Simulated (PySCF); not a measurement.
i-propyl bromide, C3H7Br.
InChI=1S/C3H7Br/c1-3(2)4/h3H,1-2H3

Level of theory: EOM-IP-CCSD/aug-cc-pVDZ in PySCF, restricted Hartree–Fock reference, frozen core, non-relativistic, gas phase, PBE0-D3(BJ)/def2-SVP geometry.

Hartree–Fock orbital energies give these Koopmans values (eV): HOMO 10.73, HOMO-1 10.74, HOMO-2 12.43, HOMO-3 13.92, HOMO-4 13.92, HOMO-5 15.05, HOMO-6 15.95, HOMO-7 16.59.

**Question.** What vertical ionisation energies does EOM-IP-CCSD give?

**Answer.** 
| leading hole (HF orbital) | Koopmans (eV) | EOM-IP-CCSD (eV) | change (eV) | one-hole share |
| --- | --- | --- | --- | --- |
| HOMO-1 | 10.74 | 10.08 | -0.66 | 0.96 |
| HOMO | 10.73 | 10.09 | -0.64 | 0.96 |
| HOMO-2 | 12.43 | 11.90 | -0.53 | 0.96 |
| HOMO-3 | 13.92 | 12.77 | -1.15 | 0.96 |
| HOMO-4 | 13.92 | 12.86 | -1.06 | 0.96 |
| HOMO-5 | 15.05 | 14.06 | -0.99 | 0.96 |
| HOMO-6 | 15.95 | 14.68 | -1.27 | 0.95 |
| HOMO-7 | 16.59 | 15.49 | -1.10 | 0.95 |

**Question.** Does the order of the lines follow the orbital energies?

**Answer.** No: the HOMO-1 hole (10.08 eV) falls below the HOMO hole (10.09 eV). The corrections run from -1.27 to -0.53 eV, with a mean of -0.93 eV over the 8 lines; no line lies above its Koopmans value.

**Question.** At what kinetic energies would He II light (40.81 eV) eject these electrons?

**Answer.** 30.73 eV (HOMO-1), 30.72 eV (HOMO), 28.91 eV (HOMO-2), 28.04 eV (HOMO-3), 27.95 eV (HOMO-4), 26.75 eV (HOMO-5), 26.13 eV (HOMO-6), 25.32 eV (HOMO-7).

**Question.** What total energy has the lowest final state, and which wavelength reaches it?

**Answer.** E(CCSD) + ionisation energy = -2690.73908 + 0.37046 = -2690.36862 Eh, at the geometry of the initial state. The threshold wavelength is 1239.84 eV nm/10.08 eV = 123.0 nm.

Lines less than 0.15 eV apart could change places at a higher level. One root was sought for each valence orbital with −ε under 21 eV, eight at most, so deeper holes and satellites are missing; no vibrational structure.
